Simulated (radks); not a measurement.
Results of a calculation; reference values are marked as such.
Task: The promethium ion Pm4+, 57 electrons, occupied as [Xe] 4f3. Code: a radial shooting solver on a logarithmic mesh with Libxc functionals. Model: scalar-relativistic Kohn-Sham, Slater X-alpha with alpha = 0.667, spin-polarised, spherical densities, finite nucleus; open shells are filled with parallel spins first (spin-orbit coupling, left out, can overturn this in heavy ions); Fermi nuclear charge, rms radius 4.962 fm. Some entries of the table are withheld. Estimate them.

orbital  occ.  eigenvalue (hartree)  <r^2> (bohr^2)  <r> (bohr)
1s down     1             -1654.507       0.0007328     0.02320
1s up       1             -1654.507       0.0007328     0.02320
2s up       1             -270.5890         0.01158     0.09904
2s down     1             -270.5877         0.01158     0.09904
2p up       3             -241.9685        0.009269     0.08714
2p down     3             -241.9676        0.009269     0.08714
3s up       1             -60.51243         0.07780      0.2610
3s down     1             -60.46882         0.07773      0.2608
3p up       3             -51.52293         0.07782      0.2591
3p down     3             -51.47971         0.07774      0.2590
3d up       5             -39.15473         0.06583      0.2365
3d down     5             -39.12084         0.06573      0.2363
4s up       1             -13.54023          0.3944      0.5912
4s down     1             -13.43341          0.3943      0.5911
4p up       3             -10.57419          0.4438      0.6248
4p down     3             -10.46775          0.4439      0.6249
4d up       5                   (1)          0.5361      0.6803
4d down     5                   (2)          0.5372      0.6809
5s up       1                   (3)           2.088         (4)
5s down     1                   (5)           2.121         (6)
5p up       3              -2.31078           2.689       1.546
5p down     3              -2.26629           2.744       1.562
4f up       3              -1.85521          0.9420      0.8687
4f down     0              -1.75946          0.9780      0.8823

Result: 
(1) 4d up eigenvalue (hartree): -6.37717
(2) 4d down eigenvalue (hartree): -6.27216
(3) 5s up eigenvalue (hartree): -3.09874
(4) 5s up <r> (bohr): 1.366
(5) 5s down eigenvalue (hartree): -3.04132
(6) 5s down <r> (bohr): 1.376
